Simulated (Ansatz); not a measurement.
# Strength of the Si–H bond: SiH(CH3)Cl2 → Si(CH3)Cl2 + H

Gas-phase species: SiH(CH3)Cl2 (methyldichlorosilane), singlet; Si(CH3)Cl2, doublet; H atom, doublet. 

Shapes, held fixed at every level: PBE0-D4/def2-TZVP. Programs: Ansatz 0.2.0. The zero-point and thermal change to 298 K, harmonic and unscaled (PBE0-D4/def2-TZVP), is -17.9 kJ/mol.

| level | kind | ΔH(298 K) (kJ/mol) | less CCSD(T)/CBS estimate |
| --- | --- | --- | --- |
| HF/def2-TZVPP | Hartree–Fock | +307.4 | -85.6 |
| SPW92/def2-TZVPP | LDA | +397.3 | +4.3 |
| B3LYP-D4/def2-TZVPP | global hybrid | +377.7 | -15.3 |
| PBE0-D4/def2-TZVPP | global hybrid | +366.4 | -26.6 |
| r2SCAN0-D4/def2-TZVPP | global hybrid | +370.4 | -22.6 |
| CCSD(T)/def2-TZVPP | coupled cluster or CI | +386.1 | -6.9 |
| CCSD/def2-TZVPP | coupled cluster or CI | +386.5 | -6.5 |
| CCSD(T)/CBS estimate | coupled cluster or CI | +393.0 | 0.0 |

The highest level, CCSD(T)/CBS estimate, gives ΔH(298 K) = +393.0 kJ/mol; the levels span +307.4 to +397.3. The column of differences is taken from that level and isn't an error. Hartree–Fock misses the correlation of the pair that is broken and comes out low. No measured value is set beside it here. Open shells run unrestricted. The CBS estimate extrapolates MP2 from def2-TZVPP and def2-QZVPP and adds CCSD(T) − MP2 in the triple-zeta set, cores frozen.
